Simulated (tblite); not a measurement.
Species: C6H14OP2.
SMILES with atom numbers: `[CH3:1][O:2][CH2:3][P:4]1[CH2:5][CH2:6][PH:7][CH2:8][CH2:9]1` (hydrogens: H10, H11, H12 on C1; H13, H14 on C3; H15, H16 on C5; H17, H18 on C6; H19 on P7; H20, H21 on C8; H22, H23 on C9)

Geometry (GFN2-xTB, Å), atoms numbered from 1 in this order:
```
atom  x, y, z in Å
C1     3.3208   -0.2845    0.2036
O2     1.9274   -0.1537    0.1033
C3     1.5303    0.6652   -0.9645
P4    -0.3300    0.8030   -1.0489
C5    -0.7289   -1.0090   -0.9274
C6    -2.2041   -1.2291   -0.6171
P7    -2.7563   -0.6977    1.0773
C8    -2.1132    1.0469    1.0932
C9    -0.6403    1.2082    0.7389
H10    3.7998    0.6890    0.3673
H11    3.7428   -0.7350   -0.7036
H12    3.5148   -0.9332    1.0561
H13    1.8879    0.2603   -1.9259
H14    1.9447    1.6816   -0.8578
H15   -0.0942   -1.4610   -0.1601
H16   -0.4879   -1.4659   -1.8936
H17   -2.4494   -2.2938   -0.6996
H18   -2.8314   -0.6965   -1.3404
H19   -1.6459   -1.2405    1.7417
H20   -2.3005    1.4326    2.1015
H21   -2.7386    1.6259    0.4049
H22   -0.0132    0.5648    1.3623
H23   -0.3396    2.2493    0.8989
```

Level: GFN2-xTB in tblite, geometry and Hessian alike; calculated harmonic values, unscaled, isolated species. Against measured fundamentals such values can be off by several per cent, at times by over 20. Modes of hydrogen on phosphorus can be 10 to 20 % off. One conformer, not necessarily the lowest.

Harmonic wavenumbers (cm⁻¹): 65.5, 68.2, 88.8, 161.4, 179.8, 201.6, 231.8, 246.4, 248.5, 321.2, 335.4, 393.9, 459.9, 639.5, 661.4, 678.4, 685.3, 740.5, 750.8, 792.9, 803.4, 845.8, 851.0, 907.5, 949.3, 989.9, 1049.1, 1052.3, 1080.1, 1095.8, 1103.8, 1131.8, 1136.5, 1157.5, 1163.8, 1198.1, 1243.1, 1254.4, 1269.4, 1272.6, 1280.1, 1408.2, 1425.2, 1433.9, 1442.6, 1446.0, 1457.0, 1467.6, 1490.8, 2238.0, 2812.4, 2848.5, 2896.0, 2917.5, 2919.1, 2919.9, 2922.3, 2923.5, 2938.6, 2939.2, 2943.2, 2947.2, 3022.4.

A = 2088, B = 656.4, C = 645.6 MHz; mass 164.052 u (most abundant isotopes); point group Cs, symmetry number 1.

**Question.** Zero-point energy?

**Answer.** ½Σν̃ = 41273 cm⁻¹ = 493.73 kJ/mol.

**Question.** What is S at 500 K and 1 bar for an ideal gas of classical rigid rotors and harmonic oscillators?

**Answer.** Translation 183.21, rotation 133.12, vibration 238.88: S = 555.2 J/(mol K).

**Question.** And Cp and H(500 K) − H(0)?

**Answer.** Cp = 281.48 J/(mol K), of which vibrations give 248.23 (their classical limit is 63 R = 523.8); H(500 K) − H(0) = 79.50 kJ/mol without the zero-point energy, 62.87 from vibrations.

**Question.** How do the functions run with temperature in this model?

**Answer.** 
```json
{"T (K)": "100", "S (J/(mol K))": "299.5", "Cp (J/(mol K))": "85.5", "H − H(0) (kJ/mol)": "5.62", "G − H(0) (kJ/mol)": "-24.32", "ln q(vib)": "1.65"}
{"T (K)": "200", "S (J/(mol K))": "373.6", "Cp (J/(mol K))": "133.0", "H − H(0) (kJ/mol)": "16.58", "G − H(0) (kJ/mol)": "-58.13", "ln q(vib)": "4.58"}
{"T (K)": "300", "S (J/(mol K))": "437.1", "Cp (J/(mol K))": "184.7", "H − H(0) (kJ/mol)": "32.43", "G − H(0) (kJ/mol)": "-98.70", "ln q(vib)": "7.57"}
{"T (K)": "800", "S (J/(mol K))": "709.9", "Cp (J/(mol K))": "375.6", "H − H(0) (kJ/mol)": "179.33", "G − H(0) (kJ/mol)": "-388.57", "ln q(vib)": "22.49"}
{"T (K)": "1000", "S (J/(mol K))": "798.3", "Cp (J/(mol K))": "416.4", "H − H(0) (kJ/mol)": "258.74", "G − H(0) (kJ/mol)": "-539.57", "ln q(vib)": "28.08"}
```

q(vib) and H(0) count from the zero-point level.

**Question.** Which modes carry the vibrational entropy at 500 K?

**Answer.** 65.5 cm⁻¹: 22.20; 68.2 cm⁻¹: 21.87; 88.8 cm⁻¹: 19.68; 161.4 cm⁻¹: 14.77; 179.8 cm⁻¹: 13.89; 201.6 cm⁻¹: 12.96 J/(mol K); the other 57 give 133.52 together.

**Question.** Blend soft modes into free rotors: weight 1/[1 + (100 cm⁻¹/ν̃)⁴] for the oscillator and the rest for a rotor with moment μB/(μ + B), μ = h/(8π²ν), B = 10⁻⁴⁴ kg m². What vibrational entropy results?

**Answer.** 224.58 J/(mol K) in place of 238.88, which changes −T·S at 500 K by +7.15 kJ/mol.

**Question.** What must be added to the electronic energy to get the Gibbs energy at 500 K and 1 bar?

**Answer.** ZPE + [H(500 K) − H(0)] − T·S = 493.73 + 79.50 − 277.60 = 295.63 kJ/mol.

Hindered rotation and anharmonicity are outside this model. Other conformers, if any are populated, would add a mixing term that is left out.
